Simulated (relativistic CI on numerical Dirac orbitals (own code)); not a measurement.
**Line list: Forbidden lines, Os32+**

These numbers are calculated, not measured: Dirac-Coulomb-Breit CI, KLI orbitals optimised for each configuration, model QED (radiative potential, 1s self-energy scaled to tabulated hydrogen-like ionisation energies), unscaled Slater integrals (own radial code, finite nucleus).

Configurations in the expansion (outside the closed core [Ar] 3d10): 4s2 4p6 4d8, 4s2 4p5 4d9, 4s2 4p6 4d7 4f, 4s 4p6 4d9, 4s2 4p5 4d8 4f, 4s 4p6 4d8 4f, 4s2 4p6 4d7 5s, 4s2 4p6 4d6 4f 5s, 4s2 4p6 4d7 5p, 4s2 4p5 4d8 5s, 4s2 4p6 4d7 5f, 4s2 4p6 4d6 5s 5p, 4p6 4d9 4f, 4s 4p6 4d7 4f 5s, 4s2 4p5 4d8 5d, 4s2 4p6 4d7 6p, 4s 4p6 4d8 5p, 4s2 4p6 4d7 6f, 4p6 4d9 5p, 4s2 4p5 4d8 5g, 4s2 4p6 4d7 7p, 4s2 4p5 4d8 6s, 4s2 4p6 4d7 7f, 4p6 4d10, 4p5 4d10 4f, 4p6 4d9 5s, 4p5 4d10 5s, 4p5 4d9 4f 5s. Double excitations out of closed p, d and f shells are left out; levels of such configurations are missing from the list, as are those of other unlisted configurations, and high levels can miss mixing partners. These lack a partner that the ground configuration has and come out too high: 4s2 4p5 4d8 5d, 4s2 4p5 4d8 5g, 4s2 4p5 4d8 6s.

| λ vac (nm) | Lower | Upper | Type | A (s⁻¹) | E lower (cm⁻¹) | E upper (cm⁻¹) |
| --- | --- | --- | --- | --- | --- | --- |
| 5.3973 | 4s2 4p6 4d8 3F_4 [1] | 4s2 4p6 4d7 4f 3H°_6 [82] | M2 | 2.59e+03 | 0 | 1852773 |
| 5.5054 | 4s2 4p6 4d8 3F_4 [1] | 4s2 4p6 4d7 4f 5H°_6 [62] | M2 | 6.67e+03 | 0 | 1816405 |
| 5.5447 | 4s2 4p6 4d8 3F_4 [1] | 4s2 4p6 4d7 4f 3H°_6 [56] | M2 | 2.11e+03 | 0 | 1803509 |
| 5.6950 | 4s2 4p6 4d8 3F_4 [1] | 4s2 4p6 4d7 4f 3H°_6 [42] | M2 | 2.09e+03 | 0 | 1755936 |
| 5.8985 | 4s2 4p6 4d8 1G_4 [7] | 4s2 4p6 4d7 4f 3H°_6 [104] | M2 | 3.84e+03 | 199943 | 1895290 |
| 5.9423 | 4s2 4p6 4d8 3F_4 [1] | 4s2 4p6 4d7 4f 3H°_6 [23] | M2 | 3.08e+04 | 0 | 1682860 |
| 5.9700 | 4s2 4p6 4d8 1G_4 [7] | 4s2 4p6 4d7 4f 3I°_6 [95] | M2 | 8.83e+03 | 199943 | 1874986 |
| 6.0065 | 4s2 4p6 4d8 1G_4 [7] | 4s2 4p6 4d7 4f 1I°_6 [90] | M2 | 2.59e+04 | 199943 | 1864817 |
| 6.0502 | 4s2 4p6 4d8 1G_4 [7] | 4s2 4p6 4d7 4f 3H°_6 [82] | M2 | 1.12e+04 | 199943 | 1852773 |
| 6.0803 | 4s2 4p6 4d8 3F_4 [1] | 4s2 4p6 4d7 4f 5G°_6 [16] | M2 | 1.95e+04 | 0 | 1644664 |
| 40.468 | 4s2 4p6 4d7 4f 5G°_6 [16] | 4s2 4p6 4d7 4f 3I°_7 [98] | M1 | 8.48e+03 | 1644664 | 1891773 |
| 43.626 | 4s2 4p6 4d7 4f 3I°_7 [20] | 4s2 4p6 4d7 4f 3I°_7 [98] | M1 | 8.55e+03 | 1662551 | 1891773 |
| 45.423 | 4s2 4p6 4d7 4f 5G°_6 [16] | 4s2 4p6 4d7 4f 1I°_6 [90] | M1 | 8.10e+03 | 1644664 | 1864817 |
| 45.956 | 4s2 4p6 4d8 3P_1 [6] | 4s2 4p6 4d8 1S_0 [9] | M1 | 2.26e+05 | 196163 | 413764 |
| 47.074 | 4s2 4p6 4d7 4f 3H°_6 [23] | 4s2 4p6 4d7 4f 3H°_6 [104] | M1 | 6.05e+03 | 1682860 | 1895290 |
| 50.014 | 4s2 4p6 4d8 3F_4 [1] | 4s2 4p6 4d8 1G_4 [7] | M1 | 2.66e+04 | 0 | 199943 |
| 51.081 | 4s2 4p6 4d7 4f 5H°_7 [27] | 4s2 4p6 4d7 4f 3H°_6 [104] | M1 | 1.85e+04 | 1699521 | 1895290 |
| 52.570 | 4s2 4p6 4d7 4f 3I°_7 [20] | 4s2 4p6 4d7 4f 3H°_6 [82] | M1 | 7.71e+03 | 1662551 | 1852773 |
| 54.958 | 4s2 4p6 4d7 4f 3H°_6 [23] | 4s2 4p6 4d7 4f 1I°_6 [90] | M1 | 6.47e+03 | 1682860 | 1864817 |
| 55.480 | 4s2 4p6 4d7 4f 5I°_8 [24] | 4s2 4p6 4d7 4f 3I°_7 [89] | M1 | 1.48e+04 | 1684549 | 1864793 |
| 56.688 | 4s2 4p6 4d7 4f 5G°_6 [16] | 4s2 4p6 4d7 4f 3I°_6 [64] | M1 | 1.96e+04 | 1644664 | 1821069 |
| 56.823 | 4s2 4p6 4d7 4f 3I°_7 [20] | 4s2 4p6 4d7 4f 5I°_7 [75] | M1 | 8.19e+03 | 1662551 | 1838537 |
| 56.960 | 4s2 4p6 4d7 4f 5G°_5 [14] | 4s2 4p6 4d7 4f 3H°_6 [56] | M1 | 5.11e+03 | 1627946 | 1803509 |
| 56.991 | 4s2 4p6 4d7 4f 5H°_7 [27] | 4s2 4p6 4d7 4f 3I°_6 [95] | M1 | 2.99e+04 | 1699521 | 1874986 |
| 57.466 | 4s2 4p6 4d8 3F_3 [4] | 4s2 4p6 4d8 3F_2 [8] | M1 | 1.04e+05 | 148806 | 322823 |
| 58.854 | 4s2 4p6 4d7 4f 3H°_6 [23] | 4s2 4p6 4d7 4f 3H°_6 [82] | M1 | 6.34e+03 | 1682860 | 1852773 |
| 60.358 | 4s2 4p6 4d7 4f 5I°_8 [24] | 4s2 4p6 4d7 4f 1L°_8 [80] | M1 | 4.11e+04 | 1684549 | 1850228 |
| 60.506 | 4s2 4p6 4d7 4f 5H°_7 [27] | 4s2 4p6 4d7 4f 3I°_7 [89] | M1 | 2.70e+04 | 1699521 | 1864793 |
| 60.620 | 4s2 4p6 4d8 1D_2 [2] | 4s2 4p6 4d8 3P_1 [6] | M1 | 4.03e+04 | 31201 | 196163 |
| 62.954 | 4s2 4p6 4d7 4f 5G°_6 [16] | 4s2 4p6 4d7 4f 3H°_6 [56] | M1 | 1.70e+04 | 1644664 | 1803509 |
| 63.084 | 4s2 4p6 4d7 4f 3I°_7 [20] | 4s2 4p6 4d7 4f 3I°_6 [64] | M1 | 1.17e+04 | 1662551 | 1821069 |
| 64.102 | 4s2 4p6 4d7 4f 3I°_7 [20] | 4s2 4p6 4d7 4f 3L°_7 [63] | M1 | 2.77e+04 | 1662551 | 1818551 |
| 64.940 | 4s2 4p6 4d7 4f 5I°_8 [24] | 4s2 4p6 4d7 4f 5I°_7 [75] | M1 | 5.69e+04 | 1684549 | 1838537 |
| 64.997 | 4s2 4p6 4d7 4f 3I°_7 [20] | 4s2 4p6 4d7 4f 5H°_6 [62] | M1 | 9.49e+03 | 1662551 | 1816405 |
| 66.980 | 4s2 4p6 4d8 1D_2 [2] | 4s2 4p6 4d8 3P_2 [5] | M1 | 4.52e+04 | 31201 | 180498 |
| 67.201 | 4s2 4p6 4d8 3F_4 [1] | 4s2 4p6 4d8 3F_3 [4] | M1 | 7.57e+04 | 0 | 148806 |
| 70.262 | 4s2 4p6 4d8 3P_2 [5] | 4s2 4p6 4d8 3F_2 [8] | M1 | 2.88e+04 | 180498 | 322823 |
| 70.943 | 4s2 4p6 4d7 4f 3I°_7 [20] | 4s2 4p6 4d7 4f 3H°_6 [56] | M1 | 4.01e+04 | 1662551 | 1803509 |
| 71.934 | 4s2 4p6 4d7 4f 5H°_7 [27] | 4s2 4p6 4d7 4f 5I°_7 [75] | M1 | 8.29e+03 | 1699521 | 1838537 |
| 74.881 | 4s2 4p6 4d7 4f 3H°_6 [23] | 4s2 4p6 4d7 4f 5H°_6 [62] | M1 | 1.78e+04 | 1682860 | 1816405 |
| 83.999 | 4s2 4p6 4d7 4f 3H°_6 [42] | 4s2 4p6 4d7 4f 3I°_6 [95] | M1 | 1.19e+04 | 1755936 | 1874986 |
| 84.012 | 4s2 4p6 4d7 4f 5H°_7 [27] | 4s2 4p6 4d7 4f 3L°_7 [63] | M1 | 6.03e+03 | 1699521 | 1818551 |
| 85.030 | 4s2 4p6 4d8 1D_2 [2] | 4s2 4p6 4d8 3F_3 [4] | M1 | 4.34e+03 | 31201 | 148806 |
| 85.555 | 4s2 4p6 4d7 4f 5H°_7 [27] | 4s2 4p6 4d7 4f 5H°_6 [62] | M1 | 2.17e+04 | 1699521 | 1816405 |
| 103.07 | 4s2 4p6 4d8 3P_0 [3] | 4s2 4p6 4d8 3P_1 [6] | M1 | 9.65e+03 | 99139 | 196163 |

Terms are leading LS components. Brackets give the number of a level in order of energy, since labels repeat. The list gives strong lines, with weight on those to low levels, among the lowest 400 of 5164 levels, so that lines to higher ones, which can be the strongest, are missing. Levels whose partners in the same complex of configurations lie outside the list can be far off, and so can their lines. Rates are taken at the computed energies, electric ones in the length gauge.

At this charge energies of transitions that change n are usually good to better than 1 %, and those within a shell (Δn = 0) to a few per cent. Terms inside the open d or f shell come out 10 to 20 % too wide with unscaled integrals.

LS names give the leading component of a level, which can be under half, so a name can repeat, a term be missing and a line seem to break the LS rules.
